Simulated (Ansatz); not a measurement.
`C[SiH](F)[SeH]`, one more setting.

```yaml
crystal:
  periodic: [false, false, false]
  atoms:
    - {symbol: C, position_ang: [0.022030, 0.604538, -1.003141]}
    - {symbol: Si, position_ang: [0.411300, -0.676643, 0.275969]}
    - {symbol: F, position_ang: [1.817020, -0.289748, 0.939320]}
    - {symbol: Se, position_ang: [-1.205530, -0.851333, 1.856059]}
    - {symbol: H, position_ang: [-0.903314, 0.352058, -1.524766]}
    - {symbol: H, position_ang: [-0.098985, 1.587936, -0.543223]}
    - {symbol: H, position_ang: [0.832299, 0.665769, -1.734165]}
    - {symbol: H, position_ang: [0.547806, -2.045014, -0.275270]}
    - {symbol: H, position_ang: [-1.334127, 0.606136, 1.992217]}
basis:
  gaussian: {orbitals: def2-mTZVP, fitting: {mean_field: cc-pVTZ-jkfit}}
magnetization: {spin_polarized: false, initial_magnetization: 2}
hamiltonian: {xc: {name: HSE06}, dispersion: d3bjatm}
scf: {lower_state_search: light}
output: {forces: true}
```

```sh
$ ansatz run in.yaml --threads 4 --pin off --events-out ev --progress --plain --max-ram 10444MiB
```

It prints (some lines left out):

```
Functional definition: HSE06
636 factors; integrals over basis functions are off by at most 1.5e-1 eV
636 factors; integrals over basis functions are off by at most 1.8e-7 eV
mean field evaluation 1: about -77037.4937 eV, gradient 6.1e1 eV
mean field evaluation 2: about -77037.4916 eV, gradient 6.1e1 eV
mean field evaluation 4: about -77041.4878 eV, gradient 2.9e1 eV
mean field evaluation 8: about -77046.3274 eV, gradient 5.8e-1 eV
mean field evaluation 16: about -77046.3280 eV, gradient 2.3e-4 eV
mean field -77046.32797653 eV, -2831.4003292608 hartree, gradient 7.7e-6 eV, S^2 2.000000; 7 other end points of the search recorded, 0 dependent functions left out
reference -77046.32801956 eV, -2831.4003308419 hartree; 35, 33 occupied and 76, 78 virtual orbitals, 636 factors
Total energy: -77046.47284876 eV, -2831.4056532171 hartree
Atom 0 at     0.022030     0.604538    -1.003141 Å, force    -0.126787     0.091129     0.032357 eV/Å
Atom 1 at     0.411300    -0.676643     0.275969 Å, force     0.593681    -0.077018    -0.922867 eV/Å
Atom 2 at     1.817020    -0.289748     0.939320 Å, force     0.143421     0.007611     0.351977 eV/Å
Atom 3 at    -1.205530    -0.851333     1.856059 Å, force    -0.236835    -5.480225     0.405458 eV/Å
Atom 4 at    -0.903314     0.352058    -1.524766 Å, force    -0.012974     0.086997    -0.105881 eV/Å
Atom 5 at    -0.098985     1.587936    -0.543223 Å, force    -0.061295     0.002384    -0.004675 eV/Å
Atom 6 at     0.832299     0.665769    -1.734165 Å, force    -0.021320    -0.039148    -0.018547 eV/Å
Atom 7 at     0.547806    -2.045014    -0.275270 Å, force    -0.011804     0.087390     0.024751 eV/Å
Atom 8 at    -1.334127     0.606136     1.992217 Å, force    -0.266085     5.320881     0.237427 eV/Å
Dipole moment:    -0.098782    -0.041841    -0.407177 e Å
```

Hardware: 4 threads of an Arm Neoverse V2 on a shared host. Wall time 6 s, peak host memory 0.45 GiB.
